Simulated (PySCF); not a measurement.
**`C=C(C)P(COC)C(F)(F)F`: 4 charge schemes on one density**

Species: C₆H₁₀F₃OP.
Z-matrix (Å and degrees, GFN2-xTB geometry), rows numbered from 1:
```
C 
C   1  1.3260
C   2  1.4995  1  123.47
P   2  1.8371  1  121.00  3  -173.25
C   4  1.8633  2  101.59  1   -35.90
O   5  1.4043  4  105.08  2    83.88
C   6  1.4070  5  113.13  4   173.47
C   4  1.9020  2   96.67  1  -130.18
F   8  1.3378  4  113.08  2   -78.35
F   8  1.3437  4  110.10  2   162.61
F   8  1.3464  4  113.97  2    43.52
H   1  1.0784  2  121.14  3    -2.55
H   1  1.0759  2  122.28  3   176.67
H   3  1.0900  2  110.76  1   107.76
H   3  1.0898  2  110.40  1  -133.04
H   3  1.0874  2  110.47  1   -12.19
H   5  1.1038  4  111.88  2   -37.30
H   5  1.1031  4  108.60  2  -157.45
H   7  1.0970  6  111.10  5    60.90
H   7  1.0877  6  106.56  5  -179.68
H   7  1.0960  6  111.10  5   -60.45
```

Density: PBE0/pcSseg-1 (PySCF); schemes: Mulliken, IAO, Hirshfeld and ESP-fitted. Geometry: GFN2-xTB, one conformer, isolated molecule.

Problem. For which atoms does the sign change between the 4 schemes (beyond +0.03 e in one, beyond −0.03 e in another)?

Solution. C2, P4 and C5. Atomic charges aren't observables, and each scheme defines them in its own way.

Problem. Do the Mulliken, IAO, Hirshfeld and ESP-fitted schemes agree on where the charge is lowest?

Solution. The schemes don't all agree: Mulliken C2 (-0.651); IAO C3 (-0.427); Hirshfeld O6 (-0.133); ESP-fitted C3 (-0.695).

Problem. Give the atomic charges in each scheme.

Solution. In e:

```json
{"atom": "C1", "environment": "terminal =CH2 carbon", "Mulliken": "-0.048", "IAO": "-0.321", "Hirshfeld": "-0.105", "ESP-fitted": "-0.617"}
{"atom": "C2", "environment": "fully substituted alkene carbon", "Mulliken": "-0.651", "IAO": "-0.166", "Hirshfeld": "-0.044", "ESP-fitted": "+0.478"}
{"atom": "C3", "environment": "allylic carbon", "Mulliken": "-0.151", "IAO": "-0.427", "Hirshfeld": "-0.127", "ESP-fitted": "-0.695"}
{"atom": "P4", "environment": "phosphine phosphorus", "Mulliken": "+0.501", "IAO": "+0.510", "Hirshfeld": "+0.149", "ESP-fitted": "-0.358"}
{"atom": "C5", "environment": "sp3 carbon bound to oxygen", "Mulliken": "-0.163", "IAO": "-0.229", "Hirshfeld": "-0.048", "ESP-fitted": "+0.314"}
{"atom": "O6", "environment": "ether oxygen", "Mulliken": "-0.529", "IAO": "-0.387", "Hirshfeld": "-0.133", "ESP-fitted": "-0.231"}
{"atom": "C7", "environment": "methoxy carbon", "Mulliken": "-0.026", "IAO": "-0.202", "Hirshfeld": "-0.036", "ESP-fitted": "-0.363"}
{"atom": "C8", "environment": "CF3 carbon", "Mulliken": "+0.620", "IAO": "+0.618", "Hirshfeld": "+0.212", "ESP-fitted": "+0.635"}
{"atom": "F9", "environment": "fluorine of a CF3 group", "Mulliken": "-0.264", "IAO": "-0.277", "Hirshfeld": "-0.086", "ESP-fitted": "-0.193"}
{"atom": "F10", "environment": "fluorine of a CF3 group", "Mulliken": "-0.272", "IAO": "-0.283", "Hirshfeld": "-0.095", "ESP-fitted": "-0.204"}
{"atom": "F11", "environment": "fluorine of a CF3 group", "Mulliken": "-0.271", "IAO": "-0.285", "Hirshfeld": "-0.090", "ESP-fitted": "-0.239"}
{"atom": "H12", "environment": "vinylic hydrogen", "Mulliken": "+0.109", "IAO": "+0.149", "Hirshfeld": "+0.048", "ESP-fitted": "+0.206"}
{"atom": "H13", "environment": "vinylic hydrogen", "Mulliken": "+0.130", "IAO": "+0.158", "Hirshfeld": "+0.035", "ESP-fitted": "+0.229"}
{"atom": "H14", "environment": "methyl hydrogen", "Mulliken": "+0.146", "IAO": "+0.160", "Hirshfeld": "+0.035", "ESP-fitted": "+0.187"}
{"atom": "H15", "environment": "methyl hydrogen", "Mulliken": "+0.133", "IAO": "+0.153", "Hirshfeld": "+0.041", "ESP-fitted": "+0.210"}
{"atom": "H16", "environment": "methyl hydrogen", "Mulliken": "+0.123", "IAO": "+0.151", "Hirshfeld": "+0.050", "ESP-fitted": "+0.189"}
{"atom": "H17", "environment": "methylene hydrogen", "Mulliken": "+0.142", "IAO": "+0.129", "Hirshfeld": "+0.027", "ESP-fitted": "-0.027"}
{"atom": "H18", "environment": "methylene hydrogen", "Mulliken": "+0.152", "IAO": "+0.137", "Hirshfeld": "+0.032", "ESP-fitted": "+0.042"}
{"atom": "H19", "environment": "methyl hydrogen", "Mulliken": "+0.093", "IAO": "+0.125", "Hirshfeld": "+0.039", "ESP-fitted": "+0.130"}
{"atom": "H20", "environment": "methyl hydrogen", "Mulliken": "+0.128", "IAO": "+0.162", "Hirshfeld": "+0.054", "ESP-fitted": "+0.173"}
{"atom": "H21", "environment": "methyl hydrogen", "Mulliken": "+0.098", "IAO": "+0.126", "Hirshfeld": "+0.041", "ESP-fitted": "+0.135"}
```

Mean size of the charges over all atoms: ESP-fitted 0.279 e, IAO 0.246 e, Mulliken 0.226 e, Hirshfeld 0.073 e. Each set sums to the total charge, 0, to within 0.001 e. The Hirshfeld scheme weights the molecular density at each point by an atom's share of the summed free-atom densities. The ESP scheme fits charges at the nuclei, held to the total charge, to the electrostatic potential on points at 1.4 to 2.0 times the van der Waals radii.

Problem. How many electrons does the IAO scheme count on C3?

Solution. Z − q = 6 − (-0.427) = 6.427.

Problem. Sum the charges by element, for elements with more than one atom.

Solution. 
```csv
element,atoms,Mulliken,IAO,Hirshfeld,ESP-fitted
C,6,-0.419,-0.727,-0.148,-0.248
F,3,-0.806,-0.845,-0.271,-0.636
H,10,+1.254,+1.451,+0.404,+1.474
```

The run behind these numbers computed NMR shieldings as well. Rough CPU time on one thread of a shared machine: about 2.8 min.
